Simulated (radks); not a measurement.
Fractional charge and spin in the 3s shell of silicon: the spin-up occupation runs from 0 to 1 and the spin-down occupation from 0 to 1; the fullest corner is Si2+, [Ne] 3s(up 1, down 1). Calculated with a radial shooting solver on a logarithmic mesh with Libxc functionals: scalar-relativistic Kohn-Sham, BLYP, spin-polarised, spherical densities, finite nucleus; Fermi nuclear charge, rms radius of each element as measured or else 0.836 A^(1/3) + 0.57 fm. Energy (eV) minus the two flat planes that join the four corners (they meet along the diagonal where the two added fractions sum to one electron); zero is where a piecewise linear energy would lie.

down \ up,0,0.5,1
0,0.000,-1.373,0.000
0.5,-1.373,0.464,-1.271
1,0.000,-1.271,0.000

Corners above the fullest one (they belong to Si3+ and the next ion): (up 1, down 0) 33.539 eV, (up 0, down 1) 33.539 eV, (up 0, down 0) 79.470 eV. With half an added electron in each spin the energy lies 0.464 eV from the planes (fractional-spin error, the static-correlation error of a stretched bond), and with half an added electron in spin up alone -1.373 eV (fractional-charge error). For a frontier s shell over closed shells the exact functional lies on the planes.
